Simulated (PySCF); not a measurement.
Problem. Give a PBE0-D3(BJ)/def2-SVP geometry of `COC(=O)[SiH2]O[SiH3]`.

Solution. 
```xyz
15
C2H8O3Si2 angstrom
C     -2.935   -0.444   -0.140
O     -1.891    0.431   -0.553
C     -0.655    0.100   -0.174
O     -0.402   -0.880    0.484
Si     0.713    1.315   -0.765
O      2.113    0.713   -0.144
Si     2.709   -0.550    0.773
H     -2.972   -0.514    0.957
H     -2.780   -1.453   -0.547
H     -3.867   -0.016   -0.526
H      0.745    1.332   -2.254
H      0.431    2.679   -0.240
H      4.181   -0.328    0.872
H      2.462   -1.859    0.105
H      2.127   -0.537    2.144
```

Any rigid rotation of these coordinates is as good. Atoms count from 1 in this order. The 7 heavy atoms lie in one plane (0.012 Å rms). The O–Si distances run from 1.645 Å (Si5–O6, drawn single) to 1.671 Å (O6–Si7, drawn single), a spread of 0.026 Å. Si5 (oxygen-bound silicon) is distorted tetrahedral (angles from 105.0° to 111.3°). The 3 C–O bonds span 1.208 Å (C3=O4, drawn double) to 1.423 Å (C1–O2, drawn single), a spread of 0.215 Å.

Bonds between heavy atoms (Å): C1–O2 1.423, O2–C3 1.334, C3=O4 1.208, C3–Si5 1.923, Si5–O6 1.645, O6–Si7 1.671.

The calculation used PySCF, PBE0-D3(BJ)/def2-SVP geometry optimisation, gas phase.

PBE0-D3(BJ)/def2-SVP frequencies: not computed here. The numbers are those of one conformer (C1–O2–C3–O4 0°, O2–C3–Si5–O6 179°, C3–Si5–O6–Si7 1°).

Hardware: AMD EPYC, one thread, shared host with 64 logical CPUs at a one-minute load of 54. Cost: 4.3 min of wall time, 0.58 GiB resident at most. That covers the optimisation of the geometry.
